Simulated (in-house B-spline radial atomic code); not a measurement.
## Zn II (Zn+): [Ar] 3d10 4s1

All numbers are computed (Dirac-Kohn-Sham LDA exchange-only, spherical fractional occupations; Fermi nucleus of rms radius 3.9283 fm) with a B-spline radial code for spherical atoms, not measured.

Z_r = [3n² - l(l+1)]/(2<r>); Z_e = n√(-2ε); the last column is Slater's effective charge. Values are occupation-weighted means over j.

```json
{"shell": "1s", "electrons": "2", "ε (eV)": "-9511.9", "<r> (bohr)": "0.05038", "Z_r": "29.77", "Z_e": "26.44", "Slater": "29.70"}
{"shell": "2s", "electrons": "2", "ε (eV)": "-1163.5", "<r> (bohr)": "0.2264", "Z_r": "26.50", "Z_e": "18.50", "Slater": "25.85"}
{"shell": "2p", "electrons": "6", "ε (eV)": "-1010.9", "<r> (bohr)": "0.1984", "Z_r": "25.20", "Z_e": "17.24", "Slater": "25.85"}
{"shell": "3s", "electrons": "2", "ε (eV)": "-136.73", "<r> (bohr)": "0.6827", "Z_r": "19.78", "Z_e": "9.51", "Slater": "18.75"}
{"shell": "3p", "electrons": "6", "ε (eV)": "-91.417", "<r> (bohr)": "0.7146", "Z_r": "17.49", "Z_e": "7.78", "Slater": "18.75"}
{"shell": "3d", "electrons": "10", "ε (eV)": "-18.581", "<r> (bohr)": "0.9024", "Z_r": "11.64", "Z_e": "3.51", "Slater": "8.85"}
{"shell": "4s", "electrons": "1", "ε (eV)": "-13.223", "<r> (bohr)": "2.414", "Z_r": "9.94", "Z_e": "3.94", "Slater": "4.70"}
```

The least bound orbital is 4s1/2 at -13.22 eV, and it is also the most diffuse (<r> = 2.414 bohr).

Spin-orbit splittings of the orbital energies (j = l + 1/2 above j = l - 1/2 when positive): 2p 23.81 eV, 3p 3.073 eV, 3d 0.359 eV.

For the 1s electron the small component carries 1.17 % of the norm, the zero-frequency Breit interaction raises the level by 13.13 eV, self-energy by 6.708 eV, and vacuum polarisation lowers it by 0.6217 eV.
